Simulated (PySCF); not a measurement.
Species: C7H12.
Z-matrix (Å and degrees, GFN2-xTB geometry), rows numbered from 1:
```
C 
C   1  1.3335
C   2  1.4548  1  119.99
C   3  1.3312  2  126.98  1  -178.44
C   4  1.4909  3  124.00  2   179.80
C   2  1.5054  1  120.48  3   178.42
C   6  1.5295  2  110.99  1   -99.46
H   1  1.0769  2  121.85  3   179.84
H   1  1.0772  2  122.01  3    -0.02
H   3  1.0839  2  114.56  1     1.12
H   4  1.0812  3  121.11  2    -0.10
H   5  1.0906  4  110.28  3   120.08
H   5  1.0874  4  111.21  3    -0.70
H   5  1.0904  4  110.26  3  -121.55
H   6  1.0915  2  110.21  1   138.80
H   6  1.0916  2  109.13  1    20.62
H   7  1.0872  6  110.77  2   -59.81
H   7  1.0878  6  110.05  2    59.78
H   7  1.0880  6  110.40  2   179.67
```

PySCF, density fitting, gas phase, GFN2-xTB geometry. The standard run uses grid level 2 after a coarse-grid start, the def2-universal JK fitting basis (with tight functions added where the orbital basis needs them), an energy threshold of 1e-9 Eh and DIIS. The changed runs have no coarse-grid stage.

Task: Standard PBE0/pcSseg-1: E = -273.558795 Eh, HOMO -6.376 eV, LUMO -0.520 eV, dipole 0.645 D, 13 cycles (coarse-grid cycles included). What changes at PBE0/pcSseg-1 with: grid level 4, level shift 0.3 Eh?

Result: E = -273.558789 Eh (+0.006 mEh), HOMO -6.376 eV (0.000), LUMO -0.520 eV (0.000), dipole 0.645 D (0.000), 13 SCF cycles. The result matches the standard run within 0.02 mEh and 0.003 eV.

The cycles:
```
cycle   1  E = -273.5316377577  dE =  6.618e-01  |g| = 2.735e-01  |ddm| = 3.744e+00
cycle   2  E = -273.5556998315  dE = -2.406e-02  |g| = 9.671e-02  |ddm| = 3.302e-01
cycle   3  E = -273.5583936032  dE = -2.694e-03  |g| = 3.325e-02  |ddm| = 1.122e-01
cycle   4  E = -273.5587386678  dE = -3.451e-04  |g| = 1.059e-02  |ddm| = 4.225e-02
cycle   5  E = -273.5587831479  dE = -4.448e-05  |g| = 2.501e-03  |ddm| = 1.740e-02
cycle   6  E = -273.5587880747  dE = -4.927e-06  |g| = 1.056e-03  |ddm| = 7.053e-03
cycle   7  E = -273.5587890418  dE = -9.671e-07  |g| = 5.210e-04  |ddm| = 3.049e-03
cycle   8  E = -273.5587892719  dE = -2.301e-07  |g| = 2.283e-04  |ddm| = 1.491e-03
cycle   9  E = -273.5587893292  dE = -5.733e-08  |g| = 1.133e-04  |ddm| = 7.429e-04
cycle  10  E = -273.5587893442  dE = -1.506e-08  |g| = 5.943e-05  |ddm| = 3.469e-04
cycle  11  E = -273.5587893485  dE = -4.221e-09  |g| = 3.030e-05  |ddm| = 1.739e-04
cycle  12  E = -273.5587893496  dE = -1.133e-09  |g| = 1.665e-05  |ddm| = 8.467e-05
cycle  13  E = -273.5587893499  dE = -2.987e-10  |g| = 1.086e-05  |ddm| = 4.210e-05
```
